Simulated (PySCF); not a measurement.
Molecule: (SiH3)2PPF2 (SMILES FP(F)P([SiH3])[SiH3]).

Geometry:
| atom | x (Å) | y (Å) | z (Å) |
| --- | --- | --- | --- |
| F1 | -0.365 | 3.310 | -0.191 |
| P2 | -0.161 | 1.886 | -0.915 |
| F3 | 1.425 | 2.023 | -1.225 |
| P4 | 0.015 | 0.619 | 0.924 |
| Si5 | 1.585 | -0.789 | 0.088 |
| Si6 | -1.755 | -0.716 | 0.440 |
| H7 | 1.437 | -0.987 | -1.385 |
| H8 | 1.370 | -2.097 | 0.778 |
| H9 | 2.940 | -0.261 | 0.403 |
| H10 | -1.827 | -1.751 | 1.511 |
| H11 | -1.632 | -1.387 | -0.892 |
| H12 | -2.991 | 0.121 | 0.454 |

Geometry PBE0-D3(BJ)/def2-SVP throughout; GIAO in PySCF 2.14.0 with density-fitted response routines, gas phase, one conformer, non-relativistic; equivalent atoms averaged; functional PBE0.

**Question.** How do the shifts δ (against CFCl3, H3PO4, TMS at the same level) depend on the basis set? (ppm; last column core-seconds on 1 thread of an Arm Neoverse V1, shared host)

**Answer.** 
```csv
basis set,functions,F1/F3,P2,P4,Si5/Si6,H7/H8/H9/H10/H11/H12,core-s
STO-3G,52,-137.7,243.1,-160.8,-58.8,1.62,4.3
6-31G,82,-115.7,308.0,-187.7,-49.6,3.86,8.6
6-31G*,112,-80.8,308.3,-178.3,-44.3,4.20,12
def2-SVP,130,-70.0,295.7,-200.9,-77.7,4.08,12
"6-311+G(2d,p)",230,-88.9,320.6,-220.3,-76.8,4.39,31
def2-TZVP,246,-78.3,325.9,-232.0,-79.2,4.40,35
```

**Question.** Which nucleus moves most, in ppm?

**Answer.** P2 (phosphorus bonded to 2 F, P): from 243.1 ppm with STO-3G to 325.9 ppm with def2-TZVP. The smallest spread is 2.78 ppm, at H7/H8/H9/H10/H11/H12.

**Question.** Taking the largest basis, def2-TZVP (246 functions), as the yardstick, rank the others by their worst heavy-atom deviation.

**Answer.** 6-311+G(2d,p) 11.7 ppm (230 functions), def2-SVP 31.1 ppm (130 functions), 6-31G 44.2 ppm (82 functions), 6-31G* 53.7 ppm (112 functions), STO-3G 82.8 ppm (52 functions).

A small basis that lands close on one nucleus may do so by chance; judge by the trend and by all nuclei.
